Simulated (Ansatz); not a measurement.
Program: Ansatz. Geometries: PBE0-D4/def2-TZVP. ΔE: electronic, gas phase. CBS: MP2 limit from def2 TZ/QZ plus the TZ coupled-cluster correction, frozen cores. This one scheme is used for every species. DFT in def2-TZVPP. B3LYP here is the variant with VWN-RPA as its local correlation; programs differ in this. For Se outer-core shells are correlated without core-valence functions, which leaves a few kJ/mol of doubt a bond. Scalar relativity is left out up to krypton. One conformer a species, not always the lowest.

Consider the substitution at a C–S bond: `SC1O[SiH2]1` + H₂Se → `[SeH]C1O[SiH2]1` + H₂S.

`SC1O[SiH2]1`:

```xyz
8

S     0.469   -1.781    0.681
C     0.529   -0.065    0.256
O    -0.568    0.785    0.746
Si   -0.667    0.644   -0.906
H     0.860   -1.663    1.964
H     1.497    0.401    0.420
H    -0.353    1.848   -1.703
H    -1.768   -0.169   -1.458
```

H₂Se:

Cartesian coordinates in Å:
```
Se 0.337 -0.033 -0.595
H -0.785 -0.774 -0.008
H 0.448 0.807 0.602
```

`[SeH]C1O[SiH2]1`:

Cartesian coordinates in Å:
```
Se 1.695 0.473 1.339
C 0.624 0.489 -0.261
O -0.660 1.192 -0.195
Si -0.911 -0.420 -0.528
H 0.921 -0.558 2.044
H 1.243 0.837 -1.085
H -1.437 -0.758 -1.868
H -1.474 -1.255 0.554
```

H₂S:

```xyz
3

S    -0.584   -0.180    0.101
H     0.349    0.416    0.859
H     0.235   -0.235   -0.959
```

```csv
level,ΔE (kcal/mol),difference from CCSD(T)/CBS
PBE-D4,0.6,0.5
r2SCAN-D4,0.8,0.7
PBE0-D4,0.9,0.8
B3LYP-D4,0.4,0.3
ωB97X-V,0.9,0.8
ωB97M-V,0.8,0.7
B2PLYP,0.3,0.2
PBE,0.8,0.7
r2SCAN,0.8,0.7
PBE0,1.1,1.0
B3LYP,0.8,0.7
HF/def2-TZVPP,1.3,1.2
MP2/def2-TZVPP,-0.6,-0.7
SCS-MP2/def2-TZVPP,-0.5,-0.6
CCSD/def2-TZVPP,-0.2,-0.3
CCSD(T)/def2-TZVPP,-0.4,-0.5
HF/def2-QZVPP,1.3,1.2
MP2/def2-QZVPP,-0.4,-0.5
SCS-MP2/def2-QZVPP,-0.2,-0.3
HF/CBS(def2),1.3,1.2
MP2/CBS(def2),-0.2,-0.3
CCSD/CBS(def2),0.2,0.1
CCSD(T)/CBS,0.1,0
```

Largest T1 diagnostic among the species: 0.015.

In def2-TZVPP, CCSD(T) changes the Hartree–Fock value by −1.6 kcal/mol (the triples alone add −0.1 kcal/mol) and MP2 by −1.9 kcal/mol.
